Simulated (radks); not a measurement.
The numbers below are computed, except where a source is named.
The table gives one normalised radial function P(r) = r R(r) of Cl2+ in [Ne] 3s2 3p2 3d1 (r in bohr). Code: a radial shooting solver on a logarithmic mesh with Libxc functionals. Model: scalar-relativistic Kohn-Sham, SCAN, spin-polarised, spherical densities, finite nucleus; open shells are filled with parallel spins first; meta-GGA in the generalised Kohn-Sham scheme; Fermi nuclear charge, rms radius 3.3654 fm.

r         P
0.002965   0.1111
0.003369   0.1253
0.00386    0.1422
0.004387   0.1600
0.005027   0.1811
0.005713   0.2032
0.006545   0.2292
0.007439   0.2561
0.008455   0.2857
0.009687   0.3199
0.01101    0.3548
0.01261    0.3947
0.01434    0.4345
0.01642    0.4788
0.01867    0.5218
0.02122    0.5652
0.02431    0.6105
0.02763    0.6508
0.03165    0.6890
0.03597    0.7181
0.04121    0.7384
0.04684    0.7443
0.05324    0.7335
0.06099    0.6994
0.06932    0.6421
0.07942    0.5502
0.09026    0.4318
0.1034     0.2705
0.1175     0.0845
0.1336    -0.1296
0.153     -0.3819
0.1739    -0.6326
0.1993    -0.8974
0.2265    -1.1308
0.2595    -1.3398
0.2949    -1.4828
0.3352    -1.5611
0.384     -1.5646
0.4365    -1.4925
0.5001    -1.3448
0.5684    -1.1553
0.6512    -0.9239
0.7401    -0.7032
0.8411    -0.5002
0.9637    -0.3212
1.095     -0.1954
1.255     -0.1050
1.426     -0.0537
1.634     -0.0230
1.857     -0.0091
2.111     -0.0031
2.418     -0.0009
2.748     -0.0002
3.149     0.0000
3.579     0.0000
4.1       0.0000
4.66      0.0000
5.296     0.0000
6.068     0.0000
6.896     0.0000
7.901     0.0000
8.98      0.0000
10.29     0.0000
11.69      0.0000

Which n and l does it have? It may be an empty orbital.

Answer. n = 2, l = 0: the number of nodes gives n - l - 1 = 1, the rise at small r (about r^(l+1)) gives l, and the extent must fit the shell. The curve is that of 2s down; the table hardly tells the two spins apart. 2s down: eigenvalue -288.54 eV, 1 radial node at r = 0.124 bohr, <r> = 0.441 bohr, 90 % of the charge inside 0.689 bohr.
